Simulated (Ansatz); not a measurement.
Total energies of CoSi3 (the lowest doublet isomer of a short search) from Ansatz at PBE-D4/def2-TZVP, gas phase (1 Eh = 27.2114 eV = 2625.5 kJ/mol). The reference geometry is relaxed at PBE-D4/def2-SVP.

```csv
atom,x (Å),y (Å),z (Å)
Co1,-0.087,1.040,-0.509
Si2,-1.426,0.459,1.076
Si3,0.094,-1.123,0.550
Si4,1.419,-0.376,-1.117
```

```csv
state,geometry,energy (Eh)
charge 0 doublet,reference,-2250.59965
charge 1 triplet,reference,-2250.32046
charge 0 quartet,relaxed at PBE-D4/def2-SVP,-2250.56995
free Co atom (quartet),–,-1382.48419
free Si atom (triplet),–,-289.22285
```

(1) Work out the vertical ionisation energy to the triplet.

(2) Which of the charge 0 states is lowest, and how far above it are the others?

(3) What is the binding energy per atom against free atoms?

(1) E(charge 1 triplet) − E(charge 0 doublet) = -2250.32046 − (-2250.59965) = 0.27919 Eh = 7.60 eV. For comparison, −ε of the highest occupied level of the spin that leaves is 4.89 eV at this level, 2.71 eV less.

(2) The doublet. quartet: -2250.56995 − (-2250.59965) = 0.02970 Eh = 78.0 kJ/mol.

(3) Atoms: 1 × (-1382.48419) + 3 × (-289.22285) = -2250.15274 Eh. Binding: -2250.15274 − (-2250.59965) = 0.44691 Eh = 12.16 eV, or 3.04 eV for each of 4 atoms (no zero-point energy, no counterpoise term).

The structure comes from a short search, and lower isomers may exist.
